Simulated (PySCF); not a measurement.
C4H13BSi2.
InChI=1S/C4H13BSi2/c1-5(2)7-3-6-4-7/h7H,3-4,6H2,1-2H3

Torsions of this conformer, `[CH3:1][B:2]([CH3:3])[SiH:4]1[CH2:5][SiH2:6][CH2:7]1`: C1–B2–Si4–C5 64°.

The closed-shell ground state was solved at several levels (PySCF, density fitting, gas phase, non-relativistic). Geometry: PBE0-D3(BJ)/def2-SVP, one conformer, isolated molecule.

| level | basis functions | HOMO (eV) | LUMO (eV) | gap (eV) | dipole (D) |
| --- | --- | --- | --- | --- | --- |
| B3LYP/def2-SVPD | 252 | -6.82 | -1.53 | 5.29 | 0.95 |
| PBE0/pcSseg-1 | 198 | -7.04 | -1.35 | 5.69 | 0.94 |

Estimate the row for mPW1PW91/pcSseg-1, a basis of 198 functions; the other rows only guide the guess.

HOMO -7.07 eV, LUMO -1.34 eV, gap 5.73 eV, dipole 0.93 D.

Over all these levels, which gives the widest orbital gap and which the narrowest?

mPW1PW91/pcSseg-1 (global hybrid, 25 % exact exchange) has the widest, 5.73 eV, and B3LYP/def2-SVPD (global hybrid, 20 % exact exchange) the narrowest, 5.29 eV. Functional and basis both differ between the two, so the spread mixes both effects.

How far do the dipole and the HOMO energy spread over the levels?

The dipole runs from 0.93 to 0.95 D (mean 0.94 D) and the HOMO from -7.07 to -6.82 eV.
